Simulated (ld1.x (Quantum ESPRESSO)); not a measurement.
**aluminium: excitation energies, all-electron against TM**

| Item | Value |
| --- | --- |
| Element | aluminium (Al) |
| Generator | ld1.x (Quantum ESPRESSO) 7.5 |
| Type | norm-conserving Troullier–Martins (Kleinman–Bylander form) |
| Functional | PBE |
| Relativity | scalar-relativistic |
| Frozen core | [He] |
| Valence charge | 11 |
| Reference configuration | 2s2 2p6 3s2 3p1 |
| Partial waves | 2s (bound): rc 0.80 bohr; 2p (bound): rc 0.80 bohr; 3d channel at 0.3 Ry: rc 0.85 bohr |
| Local potential | the d channel |
| Core correction | none |

Occupied shells without a wave of their own: 3p, 3s. They enter only through the test configuration that unscreens the potential.

Energies are relative to the spin-unpolarised reference configuration 2s2 2p6 3s2 3p1; without spin polarisation the order of configurations can differ from experiment.

(1) Give the all-electron excitation energy and the error of the potential for: 2s2 2p6 3s2 3p0; 2s2 2p6 3s1 3p0; 2s2 2p6 3s0 3p0; 2s2 2p6 3s2 3p1.3; 2s1 2p6 3s2 3p1; 2s2 2p6 3s1 3p1; 2s2 2p6 3s2 3p0.5.

Levels in the configuration 2s2 2p6 3s0 3p0:

| level | all-electron (eV) | pseudo (eV) |
| --- | --- | --- |
| 2s | -142.643 | -142.836 |
| 2p | -104.137 | -104.321 |

Results:

(1)

```json
{"valence configuration": "2s2 2p6 3s2 3p0", "charge": "+1", "ΔE all-electron (eV)": "5.761", "error AE − PS (meV)": "+22"}
{"valence configuration": "2s2 2p6 3s1 3p0", "charge": "+2", "ΔE all-electron (eV)": "24.987", "error AE − PS (meV)": "-87"}
{"valence configuration": "2s2 2p6 3s0 3p0", "charge": "+3", "ΔE all-electron (eV)": "53.430", "error AE − PS (meV)": "-267"}
{"valence configuration": "2s2 2p6 3s2 3p1.3", "charge": "-0.3", "ΔE all-electron (eV)": "-0.575", "error AE − PS (meV)": "-3.4"}
{"valence configuration": "2s1 2p6 3s2 3p1", "charge": "+1", "ΔE all-electron (eV)": "120.710", "error AE − PS (meV)": "-64"}
{"valence configuration": "2s2 2p6 3s1 3p1", "charge": "+1", "ΔE all-electron (eV)": "11.571", "error AE − PS (meV)": "-100"}
{"valence configuration": "2s2 2p6 3s2 3p0.5", "charge": "+0.5", "ΔE all-electron (eV)": "2.086", "error AE − PS (meV)": "+8.6"}
```

The 3p, 3s levels have no wave, so the channel is fitted at the deeper level alone: the likely source of the large errors.
